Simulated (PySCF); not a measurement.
Precursor series Zn NH2-Br. All species are isolated molecules in the gas phase. One relaxed conformer stands for each flexible species; it need not be the lowest.

The charge on the central atom (Mulliken) from two functionals at the same geometries (PBE-D3(BJ)/def2-SVP), both in PySCF: PBE-D3(BJ)/def2-TZVP and TPSSh-D3(BJ)/def2-TZVP. 

```
species                                 TPSSh-D3(BJ)/def2-TZVP (e)
--------------------------------------  --------------------------
0 of 2 NH2 replaced by Br ([Zn(NH2)2])                        0.43
1 of 2 NH2 replaced by Br                                     0.47
2 of 2 NH2 replaced by Br ([Zn(Br)2])                         0.54
```

Q: What does PBE-D3(BJ)/def2-TZVP give for each?

A: 
- 0 of 2 NH2 replaced by Br ([Zn(NH2)2]): 0.35
- 1 of 2 NH2 replaced by Br: 0.39
- 2 of 2 NH2 replaced by Br ([Zn(Br)2]): 0.46
Over these rows, drawn at random from the members with no instability flagged (it was tested for open shells, ions and some series alone), PBE minus TPSSh-D3(BJ): mean -0.08 e, from -0.09 e to -0.08 e.
